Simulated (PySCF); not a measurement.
GaFCl2, SMILES [F][Ga]([Cl])[Cl]. Coordinates come from a PBE0-D3(BJ)/def2-SVP optimisation.

Task: Give the equilibrium geometry at PBE0-D3(BJ)/def2-SVP (PySCF confirms it by a frequency run) as Cartesian coordinates in Å, and its point group. (An estimate is asked for; the answer gives what the named calculation found.)

Result: point group C2v.
```xyz
4

Ga     0.0000     0.0000     0.2522
F      0.0000     0.0000     1.9877
Cl     0.0000     1.8572    -0.7561
Cl     0.0000    -1.8572    -0.7561
```
